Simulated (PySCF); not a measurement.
Ligand exchange on a metal centre used in film growth or etching (Cd Br-H). Gas-phase values, no solvent.

The HOMO from two functionals at the same geometries (PBE-D3(BJ)/def2-SVP), both in PySCF: PBE-D3(BJ)/def2-TZVP and TPSSh-D3(BJ)/def2-TZVP. 

```
species                                TPSSh-D3(BJ)/def2-TZVP (eV)
-------------------------------------  ---------------------------
0 of 2 Br replaced by H ([Cd(Br)2])                          -7.72
1 of 2 Br replaced by H ([Cd(Br)(H)])                        -7.41
2 of 2 Br replaced by H ([Cd(H)2])                           -7.27
```

**Question.** What does PBE-D3(BJ)/def2-TZVP give for each?

**Answer.** 
- 0 of 2 Br replaced by H ([Cd(Br)2]): -7.14
- 1 of 2 Br replaced by H ([Cd(Br)(H)]): -6.84
- 2 of 2 Br replaced by H ([Cd(H)2]): -6.67
Over these rows, drawn at random from the members with no instability flagged (it was tested for open shells, ions and some series alone), PBE minus TPSSh-D3(BJ): mean +0.58 eV, from +0.57 eV to +0.60 eV.
